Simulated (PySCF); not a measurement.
This PySCF input asks for the NMR shieldings of SMILES CCC[Si@@H]1C=CC1=O, C₆H₁₀OSi; the geometry comes from GFN2-xTB.

```python
import basis_set_exchange as bse
import numpy as np
from pyscf import gto, dft
from pyscf.prop import nmr

atoms = """
C    -2.138735   -0.242430   -0.773000
C    -1.890577   -0.397400    0.720719
C    -0.591775    0.278694    1.162436
Si    0.964151   -0.496782    0.394309
C     2.582813    0.502487    0.525166
C     2.746652    0.710874   -0.791855
C     1.572899    0.038459   -1.384929
O     1.234842   -0.080361   -2.535773
H    -1.341491   -0.706449   -1.348592
H    -2.182638    0.810214   -1.043660
H    -3.080981   -0.707354   -1.054225
H    -2.727131    0.043341    1.270057
H    -1.853477   -1.458659    0.976551
H    -0.643441    1.341343    0.914482
H    -0.514306    0.216226    2.250076
H     1.077029   -1.921614    0.720868
H     3.246770    0.842740    1.303699
H     3.530637    1.232989   -1.317985
"""
names = dict.fromkeys(["C", "Si", "O", "H"], "pcSseg-1")
basis = {el: gto.basis.parse(bse.get_basis(n, elements=[el], fmt="nwchem")) for el, n in names.items()}
mol = gto.M(atom=atoms, basis=basis, charge=0, verbose=0)
mf = dft.RKS(mol, xc="PBE0")
mf.grids.level = 2
mf.grids.alignment = dft.numint.BLKSIZE   # the property module wants whole blocks of grid points
mf.conv_tol = 1e-9
mf.kernel()

calc = nmr.RKS(mf)   # GIAO
C = mf.mo_coeff
Co = C[:, mf.mo_occ > 0]
resp = mf.gen_response(singlet=True, hermi=2)
def vind(x):   # induced exchange potential for any number of trial vectors
    d = np.einsum("pi,xij,qj->xpq", C, 2 * x.reshape(-1, C.shape[1], Co.shape[1]), Co, optimize=True)
    return np.einsum("xpq,pi,qj->xij", resp(d - d.transpose(0, 2, 1)), C, Co, optimize=True).ravel()
mo1, _ = nmr.rhf.solve_mo1(calc, with_cphf=vind)
sigma = calc.kernel(mo1)
for i, s in enumerate(sigma):   # ppm
    print("%2d %-2s %9.2f" % (i, mol.atom_pure_symbol(i), np.trace(s) / 3))
```

Task: What does it print?

Result: 
```
 0 C     167.12
 1 C     165.38
 2 C     165.80
 3 Si    330.53
 4 C      -4.35
 5 C      13.82
 6 C     -38.76
 7 O    -420.79
 8 H      30.67
 9 H      30.88
10 H      30.39
11 H      29.92
12 H      30.34
13 H      30.67
14 H      30.21
15 H      26.22
16 H      22.24
17 H      24.15
```

These numbers come from an equivalent density-fitted implementation of the same equations, which agrees with the script to about 0.01 ppm for H and up to a few tenths of a ppm for heavy atoms, so last digits may differ.

Task: Turn these shieldings into chemical shifts. δ = σ(ref) − σ, references computed at the same level: $^{13}$C (186.93 ppm), $^{29}$Si (349.16 ppm), $^{1}$H (31.72 ppm) against TMS; H2O for $^{17}$O (336.08 ppm).

Result: Averaging equivalent atoms: C 6: 225.7; C 4: 191.3; C 5: 173.1; C 1: 21.5; C 2: 21.1; C 0: 19.8; Si 3: 18.6; O 7: 756.9; H 16: 9.47; H 17: 7.56; H 15: 5.50; H 11: 1.80; H 14: 1.51; H 12: 1.37; H 8/9/10: 1.07; H 13: 1.04 ppm. Unscaled 17O shifts of doubly bonded oxygen tend to come out too high, by tens of ppm or more. Experimental scales use liquid or dissolved standards, which lie at an offset from isolated H2O (liquid H2O: subtract about 36 ppm).

Size and cost of the density-fitted run: 193 basis functions, 66 s wall time on 1 thread of an Arm Neoverse N1, shared host; peak memory 0.85 GiB.
